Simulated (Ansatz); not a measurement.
`O=C[CH](Cl)[GeH3]`, charge 0, multiplicity 1.

Question: Give a relaxed structure at PBE0-D4/def2-TZVP (the Gaussian-basis code of Ansatz). (Best estimate.)

Answer: The calculation gave: 
Cartesian coordinates in Å:
```
O -0.971 1.446 1.766
C -0.195 0.606 1.414
C -0.450 -0.472 0.415
Cl -2.156 -0.673 0.009
Ge 0.568 -0.081 -1.258
H 0.848 0.578 1.803
H -0.064 -1.417 0.805
H -0.017 1.196 -1.867
H 2.053 0.106 -0.905
H 0.383 -1.289 -2.180
```
This is one stationary point; other conformers may exist.
